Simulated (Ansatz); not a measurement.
Relaxation of C2H7GeOP (12 atoms, charge 0, multiplicity 1), to a largest force component of 0.015 eV/Å in at most 40 steps.

Method: RKS LDA/def2-SVP (Ansatz).

```xyz
12
Properties=species:S:1:pos:R:3:forces:R:3
C -0.250 1.626 1.810 -0.92 3.32 -0.73
C -0.250 0.462 1.234 0.17 -1.44 -1.82
Ge -0.613 0.242 -0.661 1.38 -0.34 0.73
O 0.961 -0.388 -1.456 -2.04 0.82 -0.65
P 0.690 -0.052 -3.151 0.44 -1.08 1.44
H -0.534 2.567 1.208 0.39 -0.91 0.71
H -0.077 1.786 2.864 0.26 0.09 0.91
H 0.033 -0.388 1.830 0.16 -1.06 0.47
H -0.937 1.630 -1.230 0.03 0.25 -0.18
H -1.775 -0.722 -0.832 -0.22 -0.41 -0.30
H 1.289 1.241 -3.138 0.42 0.43 -0.31
H 1.887 -0.785 -3.529 -0.08 0.33 -0.28
```

Where does it end, and by what steps?

The run converged. The force dipped under the threshold on the way, but the program's further checks kept it going. After 32 steps the energy has fallen by 0.451 eV; H11 moved furthest, 1.04 Å.

```json
{"step": "0", "energy less start (eV)": "0.0000", "largest force component (eV/Å)": "3.317", "accepted": "yes"}
{"step": "2", "energy less start (eV)": "-0.3466", "largest force component (eV/Å)": "0.816", "accepted": "yes"}
{"step": "4", "energy less start (eV)": "-0.4297", "largest force component (eV/Å)": "0.109", "accepted": "yes"}
{"step": "6", "energy less start (eV)": "-0.4428", "largest force component (eV/Å)": "0.037", "accepted": "yes"}
{"step": "8", "energy less start (eV)": "-0.4437", "largest force component (eV/Å)": "0.107", "accepted": "yes"}
{"step": "10", "energy less start (eV)": "-0.4476", "largest force component (eV/Å)": "0.076", "accepted": "yes"}
{"step": "12", "energy less start (eV)": "-0.4483", "largest force component (eV/Å)": "0.045", "accepted": "yes"}
{"step": "14", "energy less start (eV)": "-0.4489", "largest force component (eV/Å)": "0.017", "accepted": "yes"}
{"step": "16", "energy less start (eV)": "-0.4492", "largest force component (eV/Å)": "0.030", "accepted": "yes"}
{"step": "18", "energy less start (eV)": "-0.4496", "largest force component (eV/Å)": "0.066", "accepted": "yes"}
{"step": "20", "energy less start (eV)": "-0.4499", "largest force component (eV/Å)": "0.088", "accepted": "yes"}
{"step": "22", "energy less start (eV)": "-0.4503", "largest force component (eV/Å)": "0.042", "accepted": "yes"}
{"step": "24", "energy less start (eV)": "-0.4506", "largest force component (eV/Å)": "0.024", "accepted": "yes"}
{"step": "26", "energy less start (eV)": "-0.4507", "largest force component (eV/Å)": "0.034", "accepted": "yes"}
{"step": "28", "energy less start (eV)": "-0.4509", "largest force component (eV/Å)": "0.006", "accepted": "yes"}
{"step": "30", "energy less start (eV)": "-0.4509", "largest force component (eV/Å)": "0.013", "accepted": "yes"}
{"step": "32", "energy less start (eV)": "-0.4510", "largest force component (eV/Å)": "0.013", "accepted": "yes"}
```

```xyz
12
Properties=species:S:1:pos:R:3
C -0.351 1.538 1.984
C -0.148 0.499 1.166
Ge -0.682 0.583 -0.670
O 0.806 0.411 -1.651
P 0.815 -0.429 -3.086
H -0.813 2.478 1.622
H -0.066 1.512 3.053
H 0.323 -0.426 1.550
H -1.289 1.982 -0.939
H -1.627 -0.564 -1.110
H 1.300 0.615 -3.975
H 2.154 -0.981 -2.994
```

Time of the run: 65 s on 2 threads of Arm Neoverse V1 (shared host), peak memory 0.18 GiB.
